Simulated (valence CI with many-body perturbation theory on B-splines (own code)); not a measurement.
Results of a calculation; reference values are marked as such.
## Energy levels of Pm LIV

Level of theory: relativistic CI+MBPT: six valence electrons over a frozen Dirac-Fock core [He], a basis of 9 s, 9 p, 8 d, 6 f, 3 g, 1 h functions for each j, with the one-electron correlation potential Σ1 (screened to all orders), the two-electron term Σ2, the three-electron term Σ3, Breit, model QED; selected single and double excitations, second order for the rest, scaled by the run's own slope (own B-spline code, finite nucleus).

The last digits are not significant, and no measured levels were compared; by estimate large intervals hold to a few tenths of a per cent, small ones and those within an open d or f shell to about a per cent. Among the levels kept, up to 2100 cm⁻¹ of a level comes from second order outside the variational space, and about a tenth of that is noise between levels of different J, which matters for small intervals.

Levels 46 to 66 of 66, with energies above the lowest level, (2s^2 2p1/2^2 2p3/2^2) J=2. "Leading %" is the weight of the configuration and term that name the level; weights of strongly mixed levels are sums over their largest components and can fall short, and the name can then belong to a minority configuration. In the jj column 3d3/2^4 stands for four electrons in 3d with j = 3/2.

| No. | Configuration | Term | J | E (× 10³ cm⁻¹) | Leading % | g | Second component | Leading jj |
| --- | --- | --- | --- | --- | --- | --- | --- | --- |
| 46 | 2s 2p4 3s | 3P | 2 | 53487 | 50 | 1.370 | 13 % 2s 2p4 3s 3D | 2s 2p1/2^2 2p3/2^2 3s (83 %) |
| 47 | 2s2 2p3 3p | 3P | 1 | 53580 | 73 | 1.436 | 11 % 2s2 2p3 3p 1P | 2s^2 2p1/2 2p3/2^2 3p3/2 (93 %) |
| 48 | 2s2 2p3 3p | 1D | 2 | 53711 | 43 | 1.173 | 24 % 2s2 2p3 3p 3P | 2s^2 2p1/2 2p3/2^2 3p3/2 (92 %) |
| 49 | 2s2 2p3 3p | 3P | 1 | 53734 | 34 | 1.579 | 20 % 2s2 2p3 3p 3S | 2s^2 2p1/2 2p3/2^2 3p3/2 (77 %) |
| 50 | 2s2 2p3 3p | 3D | 2 | 53832 | 40 | 1.146 | 36 % 2s2 2p3 3p 1D | 2s^2 2p1/2 2p3/2^2 3p3/2 (97 %) |
| 51 | 2s 2p4 3s | 3S | 1 | 54044 | 40 | 1.764 | 22 % 2s 2p4 3s 5P | 2s 2p1/2^2 2p3/2^2 3s (82 %) |
| 52 | 2s 2p4 3p | 5P° | 2 | 54049 | 22 | 1.460 | 13 % 2s2 2p3 3d 5D° | 2s 2p1/2^2 2p3/2^2 3p1/2 (68 %) |
| 53 | 2s 2p4 3p | 3D° | 3 | 54049 | 26 | 1.282 | 19 % 2s 2p4 3p 5D° | 2s 2p1/2^2 2p3/2^2 3p1/2 (75 %) |
| 54 | 2s2 2p3 3d | 5D° | 1 | 54059 | 45 | 1.027 | 40 % 2s2 2p3 3d 3D° | 2s^2 2p1/2 2p3/2^2 3d3/2 (99 %) |
| 55 | 2s 2p4 3s | 3P | 2 | 54076 | 50 | 1.369 | 17 % 2s 2p4 3s 3D | 2s 2p1/2^2 2p3/2^2 3s (95 %) |
| 56 | 2s2 2p3 3d | 5D° | 0 | 54078 | 54 |  | 27 % 2s2 2p3 3d 1S° | 2s^2 2p1/2 2p3/2^2 3d3/2 (98 %) |
| 57 | 2s2 2p3 3d | 3F° | 2 | 54084 | 29 | 1.208 | 25 % 2s2 2p3 3d 5D° | 2s^2 2p1/2 2p3/2^2 3d3/2 (70 %) |
| 58 | 2s 2p4 3s | 3P | 1 | 54085 | 35 | 1.164 | 27 % 2s 2p4 3s 3D | 2s 2p1/2^2 2p3/2^2 3s (86 %) |
| 59 | 2s2 2p3 3d | 3G° | 3 | 54141 | 30 | 1.122 | 19 % 2s2 2p3 3d 3F° | 2s^2 2p1/2 2p3/2^2 3d3/2 (80 %) |
| 60 | 2s 2p4 3s | 1S | 0 | 54188 | 62 |  | 37 % 2s 2p4 3s 3P | 2s 2p1/2^2 2p3/2^2 3s (99 %) |
| 61 | 2s2 2p3 3d | 3G° | 4 | 54240 | 52 | 1.038 | 35 % 2s2 2p3 3d 1G° | 2s^2 2p1/2 2p3/2^2 3d3/2 (100 %) |
| 62 | 2s2 2p3 3d | 3P° | 2 | 54343 | 33 | 1.220 | 26 % 2s2 2p3 3d 3D° | 2s^2 2p1/2 2p3/2^2 3d3/2 (90 %) |
| 63 | 2s2 2p3 3d | 3F° | 3 | 54359 | 35 | 1.168 | 34 % 2s2 2p3 3d 3D° | 2s^2 2p1/2 2p3/2^2 3d3/2 (90 %) |
| 64 | 2s2 2p3 3d | 3P° | 1 | 54369 | 30 | 1.320 | 28 % 2s2 2p3 3d 3S° | 2s^2 2p1/2 2p3/2^2 3d3/2 (87 %) |
| 65 | 2s2 2p3 3d | 5D° | 4 | 54376 | 54 | 1.288 | 20 % 2s2 2p3 3d 3G° | 2s^2 2p1/2 2p3/2^2 3d5/2 (99 %) |
| 66 | 2s2 2p3 3d | 3D° | 3 | 54392 | 52 | 1.301 | 26 % 2s2 2p3 3d 5D° | 2s^2 2p1/2 2p3/2^2 3d5/2 (99 %) |
